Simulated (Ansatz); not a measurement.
A structure relaxed at PBE0-D4/def2-SVPD in Ansatz, charge -1, doublet:

```xyz
7

Mg    1.608   -0.194   -0.428
Mg   -0.962   -0.738    0.708
Mg   -0.867    1.779   -0.655
O     0.909    1.406   -1.044
O     0.463   -1.815   -0.100
O    -2.046    0.686    0.312
O     0.895   -1.124    1.207
```

(1) Give its formula and point group.

(2) Summarise the bond lengths by kind (pairs closer than 1.2 times the sum of covalent radii, bridged metal pairs left out).

Answers

(1) Mg3O4⁻. Point group Cs (tolerance 0.1 Å).

(2) 8 × Mg–O 1.83 to 2.01 Å; 1 × O–O 1.54 Å.

The structure holds one bond between oxygen atoms, so isomers without such links may lie far lower. The highest occupied level of the charge -1 doublet lies above zero (up to 0.30 eV). The electron is either unbound and held by the finite basis, or the level is raised by self-interaction error. Another isomer (doublet) lies 0.08 eV lower at PBE0-D4/def2-TZVPD; other spin states weren't run for this one.
